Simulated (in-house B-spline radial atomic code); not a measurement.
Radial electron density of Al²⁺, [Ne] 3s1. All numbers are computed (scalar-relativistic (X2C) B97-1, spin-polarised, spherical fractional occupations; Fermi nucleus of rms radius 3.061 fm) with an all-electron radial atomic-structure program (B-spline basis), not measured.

Columns: r (bohr), 4πr²n(r) (electrons per bohr), bar.

```
 0.00457   0.3541 #
 0.00547   0.4917 #
 0.00656   0.6822 ##
 0.00787   0.9422 ###
 0.00943     1.29 ####
  0.0113    1.754 #####
  0.0136    2.379 #######
  0.0162    3.139 #########
  0.0195    4.155 #############
  0.0233    5.352 ################
   0.028    6.817 #####################
  0.0336    8.465 ##########################
  0.0402    10.19 ###############################
  0.0482     11.9 ####################################
  0.0578    13.36 ########################################
  0.0693    14.33 ###########################################
  0.0831    14.58 ############################################
  0.0996    13.99 ##########################################
   0.119    12.68 ######################################
   0.143    10.93 #################################
   0.172    9.334 ############################
   0.206     8.54 ##########################
   0.247    8.844 ###########################
   0.296     10.1 ##############################
   0.354    11.64 ###################################
   0.425    12.63 ######################################
   0.509    12.33 #####################################
    0.61     10.6 ################################
   0.732    7.888 ########################
   0.877     5.05 ###############
    1.05    2.806 ########
    1.26    1.442 ####
    1.51   0.8514 ###
    1.81     0.66 ##
    2.17   0.5487 ##
     2.6    0.384 #
    3.12   0.2036 #
    3.74  0.08003 
    4.48   0.0224 
    5.38 0.003979 
    6.45 0.0004226 
    7.73 2.481e-05
```

On this grid the curve has 2 maxima, near 0.0831, 0.425 bohr.

The 2p down radial function P(r) = rR(r), positive near the nucleus:

```csv
r (bohr),P
0.00457,0.001482
0.00656,0.002973
0.00943,0.005962
0.0136,0.01196
0.0195,0.02351
0.028,0.04565
0.0402,0.08676
0.0578,0.1603
0.0831,0.2836
0.119,0.4702
0.172,0.7276
0.247,1.004
0.354,1.204
0.509,1.209
0.732,0.9665
1.05,0.5797
1.51,0.237
2.17,0.05406
3.12,0.005132
```
